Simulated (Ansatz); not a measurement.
# Worked example: the enthalpy of formation of TlCl (SMILES [Cl][Tl])

TlCl: 2 atoms, total charge 0, spin state singlet. SMILES: `[Cl][Tl]`. The bond length is the measured one.

```xyz
2

Cl    0.0000    0.0000    0.0000
Tl    0.0000    0.0000    2.4848
```

Total energies at B2GP-PLYP/x2c-SVPall (sfX2C), 39 core orbitals frozen (Ansatz 0.2.0); the atoms run unrestricted:

| species | state | energy (Eh) |
| --- | --- | --- |
| TlCl | singlet | -20711.368896 |
| Cl | doublet | -461.195711 |
| Tl | doublet | -20250.019835 |

Harmonic wavenumbers at wB97M-V/def2-TZVPD, in cm⁻¹: 277.

Measured heats of formation of the gaseous atoms at 298.15 K, in kJ/mol: Cl 121.3, Tl 182.2. Spin-orbit lowering of the atoms at 298 K (mean of the ground term's levels less their thermal mean, from spectra), in kJ/mol: Cl 3.44, Tl 62.15. Take 1 Eh = 2625.50 kJ/mol, 1 cm⁻¹ = 0.0119627 kJ/mol, RT = 2.479 kJ/mol.

Question: What heat of formation follows?

Answer: 
1. Electronic atomisation energy: (-461.195711) + (-20250.019835) − (-20711.368896) = 0.153350 Eh = 402.6 kJ/mol.
2. Zero-point energy: half the sum of the wavenumbers, 138.5 cm⁻¹ = 1.7 kJ/mol.
3. Thermal vibrational enthalpy, Σ hcν̃/(exp(hcν̃/kT) − 1): 1.2 kJ/mol. Translation, rotation and pV of a linear molecule: 3.5 RT = 8.7 kJ/mol.
4. The 2 free atoms carry 5/2 RT each: 12.4 kJ/mol.
5. Spin-orbit coupling lowers the free atoms by 3.44 + 62.15 = 65.6 kJ/mol.
6. Atomisation enthalpy at 298 K: 402.6 − 65.6 − 1.7 − 1.2 − 8.7 + 12.4 = 337.8 kJ/mol.
7. Sum of the atoms' heats of formation: 303.5 kJ/mol. Heat of formation: 303.5 − 337.8 = -34.3 kJ/mol.

No measured value is set beside it here. Anharmonicity and any spin-orbit splitting of the molecule are left out, and so is core correlation.
